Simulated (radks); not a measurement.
Values are calculated unless marked as measured or tabulated.
Effect of the nuclear size on neutral rubidium, [Kr] 5s1. Level of theory: Dirac Kohn-Sham, exchange-only LDA, spin-unpolarised, spherical densities, finite nucleus; Fermi nuclear charge, rms radius 4.2036 fm (a radial shooting solver on a logarithmic mesh with Libxc functionals). The rms radius is varied about that value; shifts are against it.

rms radius (fm)  total energy shift (eV)  density at nucleus (e/bohr^3)  1s1/2 shift (meV)  2s1/2 shift (meV)  3p1/2 shift (meV)  4s1/2 shift (meV)  4p1/2 shift (meV)
3.5184                            -0.216                      5.551e+04              -91.5              -9.34              0.151             -0.176              0.033
4.0144                           -0.0631                      5.489e+04              -26.7              -2.73              0.044             -0.051              0.010
4.2036                                 0                      5.468e+04              0.000              0.000              0.000              0.000              0.000
4.5315                             0.116                      5.434e+04               49.0               5.01             -0.081              0.094             -0.018
5.2461                             0.395                      5.367e+04                168               17.1             -0.277              0.322             -0.061

Slopes of the eigenvalues against <r^2> in GHz/fm^2, as finite differences over the two radii next to the reference (eigenvalue slopes, not the field-shift constants of lines): 1s1/2 4150, 2s1/2 423, 3p1/2 -6.85, 4s1/2 7.98, 4p1/2 -1.50.
